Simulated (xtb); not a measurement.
xtb input (GFN2-xTB):

```bash
xtb mol.xyz --gfn 2 --sp --chrg -1 --uhf 0
```
mol.xyz:
```
9

O     -1.36454309    -2.38794984    -0.70532953
C     -0.68713529    -1.35640256    -0.42009778
C      0.76619641    -1.25310283    -0.69803304
C      1.39840656    -0.11246019    -0.35678829
Se     0.21573109     1.12855125     0.42827808
C     -1.14092977    -0.16976750     0.18079102
H      1.27183300    -2.09243234    -1.16390328
H      2.44174773     0.13476717    -0.48331969
H     -2.15132057     0.04091991     0.49317312
```

Output:

```
           -------------------------------------------------
          |                Calculation Setup                |
           -------------------------------------------------

           -------------------------------------------------
          |                 G F N 2 - x T B                 |
           -------------------------------------------------

        Reference                      10.1021/acs.jctc.8b01176
      * Hamiltonian:
        H0-scaling (s, p, d)           1.850000    2.230000    2.230000
        zeta-weighting                 0.500000
      * Dispersion:
        s8                             2.700000
        a1                             0.520000
        a2                             5.000000
        s9                             5.000000
      * Repulsion:
        kExp                           1.500000    1.000000
        rExp                           1.000000
      * Coulomb:
        alpha                          2.000000
        third order                    shell-resolved
        anisotropic                    true
        a3                             3.000000
        a5                             4.000000
        cn-shift                       1.200000
        cn-exp                         4.000000
        max-rad                        5.000000

          ...................................................
          :                      SETUP                      :
          :.................................................:
          :  # basis functions                  33          :
          :  # atomic orbitals                  32          :
          :  # shells                           16          :
          :  # electrons                        32          :
          :  max. iterations                   250          :
          :  Hamiltonian                  GFN2-xTB          :
          :  restarted?                      false          :
          :  GBSA solvation                  false          :
          :  PC potential                    false          :
          :  electronic temp.          300.0000000     K    :
          :  accuracy                    1.0000000          :
          :  -> integral cutoff          0.2500000E+02      :
          :  -> integral neglect         0.1000000E-07      :
          :  -> SCF convergence          0.1000000E-05 Eh   :
          :  -> wf. convergence          0.1000000E-03 e    :
          :  Broyden damping             0.4000000          :
          :  net charge                         -1          :
          :  unpaired electrons                  0          :
          ...................................................

 iter      E             dE          RMSdq      gap      omega  full diag
   1    -17.6113363 -0.176113E+02  0.557E+00    3.23       0.0  T
   2    -17.6776025 -0.662662E-01  0.343E+00    2.10       1.0  T
   3    -17.6839893 -0.638679E-02  0.193E+00    2.60       1.0  T
   4    -17.6892219 -0.523263E-02  0.109E+00    2.31       1.0  T
   5    -17.6940719 -0.485002E-02  0.337E-01    2.41       1.0  T
   6    -17.6942345 -0.162605E-03  0.212E-01    2.38       1.0  T
   7    -17.6944123 -0.177719E-03  0.721E-02    2.39       1.0  T
   8    -17.6944376 -0.253293E-04  0.211E-02    2.38       1.6  T
   9    -17.6944379 -0.336346E-06  0.772E-03    2.39       4.3  T
  10    -17.6944380 -0.680968E-07  0.335E-03    2.39      10.0  T
  11    -17.6944380  0.167350E-08  0.178E-03    2.39      18.8  T
  12    -17.6944380 -0.101750E-07  0.811E-04    2.39      41.1  T
  13    -17.6944380 -0.583110E-09  0.173E-04    2.39     192.4  T

   *** convergence criteria satisfied after 13 iterations ***

         #    Occupation            Energy/Eh            Energy/eV
      -------------------------------------------------------------
         1        2.0000           -0.5883715             -16.0104
       ...           ...                  ...                  ...
        10        2.0000           -0.2889084              -7.8616
        11        2.0000           -0.2804667              -7.6319
        12        2.0000           -0.2602890              -7.0828
        13        2.0000           -0.2548047              -6.9336
        14        2.0000           -0.2160564              -5.8792
        15        2.0000           -0.1751627              -4.7664
        16        2.0000           -0.1548350              -4.2133 (HOMO)
        17                         -0.0671185              -1.8264 (LUMO)
        18                         -0.0516189              -1.4046
        19                          0.0366187               0.9964
        20                          0.0439279               1.1953
        21                          0.2158687               5.8741
       ...                                ...                  ...
        32                          0.9195666              25.0227
      -------------------------------------------------------------
                  HL-Gap            0.0877165 Eh            2.3869 eV
             Fermi-level           -0.1109767 Eh           -3.0198 eV

 SCC (total)                   0 d,  0 h,  0 min,  0.007 sec
 SCC setup                      ...        0 min,  0.000 sec (  1.126%)
 Dispersion                     ...        0 min,  0.000 sec (  0.737%)
 classical contributions        ...        0 min,  0.000 sec (  0.213%)
 integral evaluation            ...        0 min,  0.001 sec ( 16.873%)
 iterations                     ...        0 min,  0.003 sec ( 48.824%)
 molecular gradient             ...        0 min,  0.002 sec ( 31.079%)
 printout                       ...        0 min,  0.000 sec (  1.038%)

         :::::::::::::::::::::::::::::::::::::::::::::::::::::
         ::                     SUMMARY                     ::
         :::::::::::::::::::::::::::::::::::::::::::::::::::::
         :: total energy             -17.509481896331 Eh    ::
         :: gradient norm              0.024743387921 Eh/a0 ::
         :: HOMO-LUMO gap              2.386888049441 eV    ::
         ::.................................................::
         :: SCC energy               -17.694435017970 Eh    ::
         :: -> isotropic ES            0.142033918305 Eh    ::
         :: -> anisotropic ES          0.006384927404 Eh    ::
         :: -> anisotropic XC          0.003996895295 Eh    ::
         :: -> dispersion             -0.007874304979 Eh    ::
         :: repulsion energy           0.184953121639 Eh    ::
         :: add. restraining           0.000000000000 Eh    ::
         :: total charge              -1.000000000000 e     ::
         :::::::::::::::::::::::::::::::::::::::::::::::::::::

           -------------------------------------------------
          |                Property Printout                |
           -------------------------------------------------

    * Orbital Energies and Occupations

         #    Occupation            Energy/Eh            Energy/eV
      -------------------------------------------------------------
         1        2.0000           -0.5883715             -16.0104
       ...           ...                  ...                  ...
         4        2.0000           -0.4152994             -11.3009
         5        2.0000           -0.3933108             -10.7025
         6        2.0000           -0.3599257              -9.7941
         7        2.0000           -0.3452979              -9.3960
         8        2.0000           -0.3026102              -8.2344
         9        2.0000           -0.3024984              -8.2314
        10        2.0000           -0.2889084              -7.8616
        11        2.0000           -0.2804667              -7.6319
        12        2.0000           -0.2602890              -7.0828
        13        2.0000           -0.2548047              -6.9336
        14        2.0000           -0.2160564              -5.8792
        15        2.0000           -0.1751627              -4.7664
        16        2.0000           -0.1548350              -4.2133 (HOMO)
        17                         -0.0671185              -1.8264 (LUMO)
        18                         -0.0516189              -1.4046
        19                          0.0366187               0.9964
        20                          0.0439279               1.1953
        21                          0.2158687               5.8741
        22                          0.2286470               6.2218
        23                          0.2505975               6.8191
        24                          0.2721760               7.4063
        25                          0.3162897               8.6067
        26                          0.3823041              10.4030
        27                          0.4602222              12.5233
       ...                                ...                  ...
        32                          0.9195666              25.0227
      -------------------------------------------------------------
                  HL-Gap            0.0877165 Eh            2.3869 eV
             Fermi-level           -0.1109767 Eh           -3.0198 eV

     #   Z          covCN         q      C6AA      α(0)
     1   8 O        0.856    -0.603    26.200     6.863
     2   6 C        2.914     0.182    24.101     8.050
     3   6 C        3.074    -0.066    29.550     8.913
     4   6 C        2.893    -0.006    28.159     8.700
     5  34 Se       2.202    -0.413   250.077    27.555
     6   6 C        2.908    -0.078    29.936     8.972
     7   1 H        0.925    -0.003     3.107     2.757
     8   1 H        0.926    -0.005     3.143     2.772
     9   1 H        0.926    -0.009     3.226     2.809

 Mol. C6AA /au·bohr⁶  :       2231.928989
 Mol. C8AA /au·bohr⁸  :      82787.026836
 Mol. α(0) /au        :         77.390425

Wiberg/Mayer (AO) data.
largest (>0.10) Wiberg bond orders for each atom

 ---------------------------------------------------------------------------
     #   Z sym  total        # sym  WBO       # sym  WBO       # sym  WBO
 ---------------------------------------------------------------------------
     1   8 O    1.818 --     2 C    1.441     6 C    0.203
     2   6 C    3.971 --     1 O    1.441     6 C    1.375     3 C    1.068
     3   6 C    3.981 --     4 C    1.716     2 C    1.068     7 H    0.963
                             5 Se   0.137
     4   6 C    3.951 --     3 C    1.716     5 Se   1.139     8 H    0.954
                             6 C    0.108
     5  34 Se   2.660 --     6 C    1.153     4 C    1.139     3 C    0.137
     6   6 C    3.831 --     2 C    1.375     5 Se   1.153     9 H    0.958
                             1 O    0.203     4 C    0.108
     7   1 H    1.000 --     3 C    0.963
     8   1 H    1.000 --     4 C    0.954
     9   1 H    1.000 --     6 C    0.958
 ---------------------------------------------------------------------------

Topologies differ in total number of bonds
Writing topology from bond orders to xtbtopo.mol

molecular dipole:
                 x           y           z       tot (Debye)
 q only:        1.217       1.564       0.391
   full:        1.428       1.564       0.344       5.454
molecular quadrupole (traceless):
                xx          xy          yy          xz          yz          zz
 q only:        2.799      -9.861     -10.405      -2.638      -6.288       7.607
  q+dip:        5.109     -11.870     -12.354      -4.140      -6.391       7.245
   full:        4.879     -12.121     -12.655      -4.038      -6.762       7.776

           -------------------------------------------------
          | TOTAL ENERGY              -17.509481896331 Eh   |
          | GRADIENT NORM               0.024743387921 Eh/α |
          | HOMO-LUMO GAP               2.386888049441 eV   |
           -------------------------------------------------

------------------------------------------------------------------------
Note: The following floating-point exceptions are signalling: IEEE_UNDERFLOW_FLAG IEEE_DENORMAL
normal termination of xtb
------------------------------------------------------------------------
 total:
 SCF:
```

It need not be the lowest isomer of its formula. Whether it binds its extra electron was not tested at this geometry.
